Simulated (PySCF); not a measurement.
A calculated (r2SCAN, PySCF 2.14, aug-cc-pVDZ-X2C, the spin-free X2C one-electron Hamiltonian (Gaussian nucleus)) atom or ion has these occupied shells.

```csv
shell,electrons,orbital energy (eV),"rms radius, mean of both spins (bohr)"
1s,2,-3543.5,0.0937
2s,2,-365.75,0.419
2p,6,-290.21,0.389
3s,2,-43.028,1.37
3p,6,-25.649,1.55
```

Name the element and its charge.

K⁺ (potassium, charge +1), in [Ar], closed-shell 1S.
